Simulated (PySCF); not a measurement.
**Gas-phase thermal properties of Na2I2**

Energies from PySCF (xtb for GFN2), thermal terms from the rigid-rotor harmonic-oscillator model, ideal gas at 1 bar. All species are closed-shell singlets. I: scalar-relativistic def2 core potential, no spin-orbit coupling. The harmonic model lacks anharmonicity and excited electronic states, which grow with temperature; levels with a mode under 35 cm⁻¹ are left out. Soft modes under 120 cm⁻¹ make the harmonic entropy rough for Na2I2.

| level | point group | σ | ZPE (kJ/mol) | S°298 (J/mol/K) | Cp298 (J/mol/K) | S°1000 (J/mol/K) | H1000 − H298 (kJ/mol) |
|---|---|---|---|---|---|---|---|
| GFN2-xTB | D2h | 4 | 4.2 | 384.2 | 81.6 | 484.2 | 58.0 |
| PBE/def2-SVP | D2h | 4 | 5.1 | 373.6 | 81.0 | 473.2 | 57.9 |
| PBE0/def2-TZVP | D2h | 4 | 5.2 | 372.3 | 80.9 | 471.8 | 57.9 |
σ: rotational symmetry number. Electronic degeneracy used: 1. Frequencies are unscaled.
